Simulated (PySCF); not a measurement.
dichloro(silylmethyl)silane (CH6Cl2Si2), SMILES [SiH3]C[SiH](Cl)Cl. Atoms are numbered in the order given.

```xyz
11

Si    -1.7219    -1.5604     0.4536
C     -0.3578    -1.2811    -0.8298
Si     0.7247     0.2106    -0.6155
Cl    -0.4376     1.9203    -0.6744
Cl     1.6806     0.1124     1.2160
H     -2.4845    -2.7928     0.0926
H     -2.6565    -0.3988     0.4719
H     -1.1251    -1.7382     1.8084
H     -0.8253    -1.2133    -1.8298
H      0.2980    -2.1715    -0.8443
H      1.7692     0.3411    -1.6610
```

Coordinates come from a r2SCAN-D4/def2-SVP optimisation. The values are those of a single conformer.

These are PySCF with PBE0/pcSseg-1 values and carry that method's errors.

GIAO shieldings, no solvent; atoms alike by connectivity are averaged. δ = σ(ref) − σ: ²⁹Si against TMS (σ = 352.7 ppm); ¹³C against TMS (σ = 186.3 ppm); ³⁵Cl against HCl (σ = 945.9 ppm); ¹H against TMS (σ = 31.56 ppm), references at their B3LYP-D3(BJ)/def2-TZVP geometries, non-relativistic (without spin–orbit terms, shifts of atoms bonded to Cl or Br come out too high).

**Question.** Estimate the chemical shifts. (An estimate is asked for; the answer gives what the named calculation found.)

**Answer.** 
```tsv
nucleus	atoms	count	δ (ppm)
²⁹Si	Si3	1	30.1
²⁹Si	Si1	1	-74.3
¹³C	C2	1	2.9
³⁵Cl	Cl4, Cl5	2	71.3
¹H	H11	1	6.25
¹H	H6, H7, H8	3	4.39
¹H	H9, H10	2	0.57
```
